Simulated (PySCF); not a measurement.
## Frontier orbitals and the lowest excitations

Species: Zn(nPr)2, C6H14Zn (singlet state).
Geometry (PBE0-D3(BJ)/def2-SVP, Å), atoms numbered from 1 in this order:
```xyz
21
C6H14Zn angstrom
Zn     0.0058   -0.0175    0.0050
C      0.0262    0.0193    1.9637
C      0.9460    1.0707    2.5875
C      0.9358    1.0615    4.1104
H      0.3063   -0.9854    2.3326
H     -1.0100    0.1777    2.3185
H      0.6626    2.0786    2.2348
H      1.9837    0.9224    2.2372
H      1.2628    0.0843    4.5017
H      1.6005    1.8316    4.5338
H     -0.0793    1.2452    4.4989
C     -0.0176   -0.0469   -1.9540
C     -0.9762   -1.0593   -2.5829
C     -0.9655   -1.0441   -4.1059
H      1.0113   -0.2351   -2.3144
H     -0.2667    0.9705   -2.3113
H     -2.0071   -0.8737   -2.2315
H     -0.7323   -2.0793   -2.2345
H      0.0400   -1.2727   -4.4955
H     -1.6658   -1.7808   -4.5315
H     -1.2471   -0.0509   -4.4921
```

Theory: TDDFT B3LYP/def2-SVPD, vertical, gas phase, core orbitals frozen in the response (PySCF 2.14.0, density-fitted response routines).

Kohn–Sham orbitals with the atoms that hold most of them (Löwdin shares over 4%, at most four atoms; ? is withheld):

```tsv
orbital	ε (eV)	atoms
HOMO-3	-8.77	C3 14%, C13 13%, C2 8%, C12 7%
HOMO-2	-8.72	C13 14%, C3 12%, C12 9%, C2 8%
HOMO-1	-7.97	Zn1 21%, C2 19%, C12 19%, C3 6%
HOMO	-6.38	?
LUMO	?	?
LUMO+1	-0.22	Zn1 65%, C2 9%, C12 9%
LUMO+2	-0.09	Zn1 38%, C2 10%, C12 10%, C3 5%
```

Which atoms hold the HOMO, and with what shares?

C12 (bonded to C, Zn and 2 H) 26%; C2 (bonded to C, Zn and 2 H) 26%; Zn1 (bonded to 2 C) 15%; C13 (bonded to 2 C and 2 H) 5%. By element: carbon 57% or more, zinc 15%.

Which atoms hold the LUMO, and with what shares?

Zn1 (bonded to 2 C) 60%; C12 (bonded to C, Zn and 2 H) 8%; C2 (bonded to C, Zn and 2 H) 8%. By element: zinc 60%, carbon 15% or more.

What is the LUMO energy, and the HOMO–LUMO gap?

ε(LUMO) = -0.35 eV; the gap is 6.03 eV (0.2214 hartree).

How does S1 compare with the orbital gap of 6.03 eV?

S1 is at 5.01 eV (f = 0.0000), 1.02 eV below the gap, made of HOMO→LUMO (99%). 

Give energy, strength and leading configuration of S1, S2, S5 and S8, and follow the Löwdin shares of the leading atoms from the occupied to the empty orbital.

- S1 (5.01 eV, f 0.0000), HOMO→LUMO (99%): C12 26% → 8%, C2 26% → 8%, Zn1 15% → 60%; the Löwdin share of zinc is 15% in HOMO and 60% in LUMO (ligand-to-metal charge transfer by this measure)
- S2 (5.12 eV, f 0.0000), HOMO→LUMO+1 (100%): C12 26% → 9%, C2 26% → 9%, Zn1 15% → 65%; the Löwdin share of zinc is 15% in HOMO and 65% in LUMO+1 (ligand-to-metal charge transfer by this measure)
- S5 (6.90 eV, f 0.067), HOMO-1→LUMO (96%): Zn1 21% → 60%, C2 19% → 8%, C12 19% → 8%; the Löwdin share of zinc is 21% in HOMO-1 and 60% in LUMO
- S8 (7.04 eV, f 0.047), HOMO-1→LUMO+1 (94%): Zn1 21% → 65%, C2 19% → 9%; the Löwdin share of zinc is 21% in HOMO-1 and 65% in LUMO+1

Löwdin shares depend on the basis, the more so with diffuse functions.

Hardware: 2 threads, Intel Xeon Platinum 8259CL at 2.50 GHz (x86_64), on a shared host. Cost: 71 s wall, 2.6 min CPU (grids of density and orbitals included), 1.7 GiB resident at most.
